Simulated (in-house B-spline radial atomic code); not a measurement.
# Bi⁺: [Xe] 4f14 5d10 6s1 6p2 7g1 (an excited or competing configuration)

Level of theory: Dirac-Hartree-Fock, average of configuration, Fermi nucleus of rms radius 5.5211 fm; calculated with a B-spline radial code for spherical atoms.

Z_r = [3n² - l(l+1)]/(2<r>); Z_e = n√(-2ε); the last column is Slater's effective charge. Values are occupation-weighted means over j. An effective charge above Z reflects the relativistic contraction of the inner shells.

| shell | electrons | ε (eV) | <r> (bohr) | Z_r | Z_e | Slater |
| --- | --- | --- | --- | --- | --- | --- |
| 1s | 2 | -91161 | 0.01579 | 94.97 | 81.85 | 82.70 |
| 2s | 2 | -16546 | 0.06575 | 91.25 | 69.75 | 78.85 |
| 2p | 6 | -14320 | 0.05996 | 83.39 | 64.88 | 78.85 |
| 3s | 2 | -4080.8 | 0.1707 | 79.06 | 51.96 | 71.75 |
| 3p | 6 | -3425.1 | 0.1724 | 72.51 | 47.60 | 71.75 |
| 3d | 10 | -2690 | 0.1576 | 66.63 | 42.18 | 61.85 |
| 4s | 2 | -990.63 | 0.3768 | 63.70 | 34.13 | 55.25 |
| 4p | 6 | -769.65 | 0.4 | 57.50 | 30.08 | 55.25 |
| 4d | 10 | -493.97 | 0.4215 | 49.82 | 24.10 | 43.85 |
| 5s | 2 | -200.06 | 0.8416 | 44.56 | 19.17 | 25.35 |
| 4f | 14 | -197.52 | 0.4398 | 40.93 | 15.24 | 32.45 |
| 5p | 6 | -134.92 | 0.9504 | 38.41 | 15.75 | 25.35 |
| 5d | 10 | -53.911 | 1.213 | 28.45 | 9.95 | 11.85 |
| 6s | 1 | -35.288 | 2.096 | 25.76 | 9.66 | 7.00 |
| 6p | 2 | -22.28 | 2.633 | 20.13 | 7.68 | 7.00 |
| 7g | 1 | -1.1115 | 31.71 | 2.00 | 2.00 | - |

The least bound orbital is 7g7/2 at -1.111 eV, and it is also the most diffuse (<r> = 31.71 bohr).

Spin-orbit splittings of the orbital energies (j = l + 1/2 above j = l - 1/2 when positive): 2p 2323 eV, 3p 526.7 eV, 3d 110.7 eV, 4p 131.5 eV, 4d 24.82 eV, 4f 5.677 eV, 5p 25.39 eV, 5d 3.248 eV, 6p 2.693 eV, 7g -4.712e-05 eV.

For the 1s electron the small component carries 10.1 % of the norm, the zero-frequency Breit interaction raises the level by 357.9 eV, self-energy by 233.5 eV, and vacuum polarisation lowers it by 50.59 eV.
